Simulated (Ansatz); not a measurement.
`[SiH3]B[CH2][SnH3]` → `B[CH2][SnH3]` + `[SiH2]` at 298.15 K and 1 bar (silylene loss).

Isolated molecules relaxed with PBE0-D4/def2-TZVP in Ansatz; ΔE leaves out vibrations. CCSD(T)/CBS adds triple-zeta CCSD(T) − MP2 to the extrapolated MP2 energy (def2 sets, frozen cores). This one scheme is used for every species. Elements past krypton have def2 core potentials. For Sn outer-core shells are correlated without core-valence functions, which leaves a few kJ/mol of doubt a bond. One conformer a species, not always the lowest.

```
             species  CCSD(T)/CBS energy (Eh)  H − E (kJ/mol)  S (J/(mol·K))
`[SiH3]B[CH2][SnH3]`               -571.32551           245.9          389.4
      `B[CH2][SnH3]`               -281.04910           196.5          328.5
            `[SiH2]`               -290.19011            40.6          207.5
```

H − E and S are ideal-gas, rigid-rotor, harmonic terms from PBE0-D4/def2-TZVP, for one conformer and one mirror image of each species. 1 Eh = 2625.50 kJ/mol, R = 8.31446 J/(mol·K).

Q: By hand: ΔE, ΔH, ΔS and ΔG.

A: ΔE = (-281.04910) + (-290.19011) − (-571.32551) = 0.08630 Eh = 226.6 kJ/mol. Δ(H − E) = 196.5 + 40.6 − 245.9 = -8.8, so ΔH = 217.8 kJ/mol. ΔS = 328.5 + 207.5 − 389.4 = 146.6 J/(mol·K). ΔG = 217.8 − 298.15 × (146.6)/1000 = 174.1 kJ/mol.

Q: By hand: the equilibrium constant, and the temperature at which ΔG would vanish if ΔH and ΔS stayed fixed.

A: log₁₀ K = −ΔG/(RT ln 10) = -30.5. ΔG = 0 at ΔH/ΔS = 1486 K.

The number of gas molecules changes by +1, which sets the sign of ΔS. A doubt of 5 kJ/mol in ΔE shifts log₁₀ K by 0.9 here. Other conformers and mirror images would add mixing entropy, several J/(mol·K) or more a flexible species. Modes under 60 cm⁻¹, often nearly free rotors, make the harmonic entropy too high. These are equilibria of isolated gas molecules and say nothing of rates. Largest T1 diagnostic: 0.014 (customary marks: 0.02 for closed shells, 0.045 for open ones).
